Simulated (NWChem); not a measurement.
Species: BeH2O; SMILES [OH][BeH]

```xyz
4

Be     0.0045    -0.8541     0.0001
H      0.0120    -2.1872     0.0003
O     -0.0035     0.5391    -0.0003
H     -0.0016     1.4863     0.0027
```
Atoms are numbered in this order, from 1.

Structure relaxed at the PBE0/def2-SVP level.

Task: List the 4 lowest vertical singlet excitations from CAM-B3LYP/def2-SVPD, TDA (NWChem).

Result: 
```csv
state,energy (eV),oscillator strength,leading excitation (squared amplitude)
S1,8.15,0.011,HOMO−1 → LUMO (0.57)
S2,8.15,0.011,HOMO−2 → LUMO (0.57)
S3,8.39,0.322,HOMO → LUMO+2 (0.56)
S4,8.39,0.322,HOMO → LUMO+1 (0.56)
```
